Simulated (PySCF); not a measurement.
## Energy of Sn (tin, neutral) between two integer charges

The 5p alpha orbital of [Kr] 4d10 5s2 5p2 is emptied in steps (occupation f), with all orbitals relaxed, ending at [Kr] 4d10 5s2 5p1. Computed with PySCF 2.14 in x2c-TZVPall (8s6p4d2f, 60 functions), with the spin-free X2C one-electron Hamiltonian (Gaussian nucleus). The exact energy is a straight line in f; departures are measured from the line between the end points of the same method.

Question: Among UHF, LDA, PBE, PBE0, r2SCAN, LC-wPBE, BHandHLYP, wB97X, CAM-B3LYP, r2SCAN0, which shows the largest delocalisation error (convex curve), and which is closest to linear?

Answer: Most convex: LDA (-0.803 eV at f = 0.4); closest to linear: LC-wPBE (0.010 eV).

```
  f  UHF (eV)  LDA (eV)  PBE (eV)  PBE0 (eV)  r2SCAN (eV)  LC-wPBE (eV)  BHandHLYP (eV)  wB97X (eV)  CAM-B3LYP (eV)  r2SCAN0 (eV)
  1     0.000     0.000     0.000      0.000        0.000         0.000           0.000       0.000           0.000         0.000
0.8     0.059    -0.532    -0.515     -0.371       -0.483         0.002          -0.245      -0.042          -0.203        -0.353
0.6     0.088    -0.801    -0.774     -0.555       -0.718         0.006          -0.367      -0.066          -0.305        -0.522
0.4     0.087    -0.803    -0.775     -0.553       -0.709         0.010          -0.367      -0.069          -0.305        -0.513
0.2     0.057    -0.537    -0.516     -0.367       -0.466         0.009          -0.245      -0.048          -0.203        -0.335
  0     0.000     0.000     0.000      0.000        0.000         0.000           0.000       0.000           0.000         0.000
```

| method | E(f=0) − E(f=1) (eV) | −ε at f=1 (eV) | −ε at f=0.4 (eV) |
| --- | --- | --- | --- |
| UHF | 6.859 | 7.234 | 6.781 |
| LDA | 7.420 | 4.109 | 8.078 |
| PBE | 7.255 | 4.044 | 7.899 |
| PBE0 | 7.309 | 4.987 | 7.781 |
| r2SCAN | 7.414 | 4.375 | 8.055 |
| LC-wPBE | 7.393 | 7.396 | 7.405 |
| BHandHLYP | 7.175 | 5.645 | 7.480 |
| wB97X | 7.104 | 6.846 | 7.145 |
| CAM-B3LYP | 7.292 | 6.022 | 7.546 |
| r2SCAN0 | 7.436 | 5.212 | 7.913 |

Reference removal energy between the ground levels: 7.344 eV (measured; NIST Atomic Spectra Database, ionization energies). The calculation has no spin-orbit coupling. UHF lacks correlation.
